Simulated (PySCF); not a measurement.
Computed structure and properties of [TaOF4]−

System: [TaOF4]− (singlet); start: template (C4v). Method: PySCF 2.14.0, RKS TPSS, Ta def2-SVP with ECP60, O def2-SVP, F def2-SVP; non-relativistic Hamiltonian with scalar-relativistic core potentials where named; density fitting; no spin-orbit coupling.

Input of the relaxation:

```python
mol = gto.M(atom='''
Ta    -0.00000    -0.00000     0.02208
O     -0.00000    -0.00000     1.57608
F      1.74200    -0.00000    -0.38432
F      0.00000     1.74200    -0.38432
F     -1.74200     0.00000    -0.38432
F     -0.00000    -1.74200    -0.38432''',
    basis={'Ta': 'def2-SVP', 'O': 'def2-SVP', 'F': 'def2-SVP'},
    ecp={'Ta': 'def2-SVP'},
    charge=-1, spin=0)
mf = dft.RKS(mol, xc='TPSS')
mf.grids.atom_grid = (50, 194)
mf = mf.density_fit()  # fitting sets: Ta def2-universal-JKFIT, O def2-universal-JKFIT, F def2-universal-JKFIT
mf.conv_tol = 1e-08; mf.max_cycle = 55
mf.kernel(dm0)  # dm0: converged density of the start geometry
# quasi-Newton relaxation in Cartesian coordinates to a largest gradient under 0.00045 Eh/bohr, steps kept in the point group
```

Run from Python with OMP_NUM_THREADS=2; the lines above give its settings. Where DIIS fails, smearing, a level shift and second-order steps follow.
It took 35 s on 2 threads of AMD EPYC 7B13 (Zen 3) (shared host), from the converged density of the start.

Course of the relaxation:

```tsv
step	energy above end (eV)	largest force component within the symmetry (eV/Å)
0	3.4713	17.544
1	0.2769	4.282
2	0.0479	1.372
3	0.0161	0.222
4	0.0055	0.230
5	0.0006	0.137
6	0.0000	0.017
7	0.0000	0.008
```

Relaxed geometry (C4v):

```xyz
6

Ta    0.0000    0.0000    0.0814
O     0.0000    0.0000    1.8425
F     1.8660    0.0000   -0.4657
F     0.0000    1.8660   -0.4657
F    -1.8660    0.0000   -0.4657
F     0.0000   -1.8660   -0.4657
```

| contact | Å |
| --- | --- |
| Ta1–O2 (O) | 1.761 |
| Ta1–F3 (F) | 1.945 |
| Ta1–F4 (F) | 1.945 |
| Ta1–F5 (F) | 1.945 |
| Ta1–F6 (F) | 1.945 |

On the finer grid (75, 302):

| Property | Result |
| --- | --- |
| HOMO | -2.55 eV |
| LUMO | 3.15 eV |
| Dipole about the centre of mass | 1.20 D |
| Set of Mulliken populations of Ta1 outside the core potential | s 2.35, p 6.47, d 2.91, f 0.24 |
| D3(BJ) dispersion energy (not in the energies) | -0.125 eV |

```csv
atom,Mulliken (e),Löwdin (e),spin (e)
Ta1,1.03,0.07,0.00
O2,-0.45,-0.24,0.00
F3,-0.40,-0.21,0.00
F4,-0.40,-0.21,0.00
F5,-0.40,-0.21,0.00
F6,-0.40,-0.21,0.00
```

No frequency check is given for this geometry.

Rigid scan of O along the line from its metal:

distance to O2 (Å), energy (eV) and a bar:
```
     1.46      3.566 #############
     1.56      1.321 #####
     1.66      0.277 #
     1.76      0.000 
     1.86      0.200 #
     1.96      0.686 ###
     2.16      2.049 #######
     2.46      4.207 ###############
     2.86      6.484 ########################
     3.36      8.226 ##############################
```

Taking off one F (charge -1, singlet; the rest: singlet) in vacuum, both parts rigid, costs 7.67 eV; the small basis without counterpoise inflates it.

Rigid scan of F along the line from its metal:

```
distance to F3 (Å)  energy (eV)
              1.64        1.786
              1.74        0.659
              1.84        0.138
              1.94        0.000
              2.04        0.099
              2.14        0.338
              2.34        1.011
              2.64        2.091
              3.04        3.284
              3.54        4.284
```

One start shape was tried, so this needn't be the lowest isomer.
